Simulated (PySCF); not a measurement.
Computed beside measured shifts

System: Me2Si(SeBu)2 (C10H24Se2Si), SMILES CCCC[Se][Si](C)(C)[Se]CCCC.

Atom-mapped SMILES (hydrogens are numbered by the atom that bears them): [CH3:1][CH2:2][CH2:3][CH2:4][Se:5][Si:6]([CH3:7])([CH3:8])[Se:9][CH2:10][CH2:11][CH2:12][CH3:13]

Computed with GIAO PBE0/pcSseg-1, IEF-PCM chloroform, PySCF SCF with an in-house response code, fitting set def2-universal-JFIT up to Ne and JKFIT beyond, grid level 2, non-relativistic, on the PBE0-D3(BJ)/def2-SVP geometry.

One optimised conformer. Values are averaged over the atoms that symmetry or fast rotation interchanges, on this one geometry and without vibrational averaging. Shifts are the reference shielding less the shielding here, at the same level (13C, 1H, 29Si against isolated TMS; 77Se against isolated Me2Se); nuclei without a reference have shieldings only.

Spin-orbit coupling is left out, which matters for the heavier atoms here.

Task: What shifts does this level give for Si6, Se5/9, and how do they compare with measurement?

Result: 
```tsv
atom	nucleus	computed / ppm	measured / ppm	computed less measured	measured against	medium of the measurement
Si6	29Si	52.9	18.1	34.8	TMS	solution
Se5/9	77Se	-139.2	-96	-43.2	Me2Se	solution
```

Measured values: U. Herzog, Habilitationsschrift, TU Bergakademie Freiberg, 2002/2003.
